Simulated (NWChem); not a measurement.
System: SiNH$_{5}$; SMILES N[SiH3]

Program: NWChem. Pople sets run with spherical d functions. Geometry: optimised at B3LYP/6-31G* (spherical d). Level: PBE/6-31G* with SMD (1 M gas to 1 M solution), gas-phase geometry. Reactions with the solvent are ignored.

Order these by “dipole in solution (D)”, lowest first: toluene; water; diethyl ether.

toluene (1.68), diethyl ether (1.76), water (1.86)
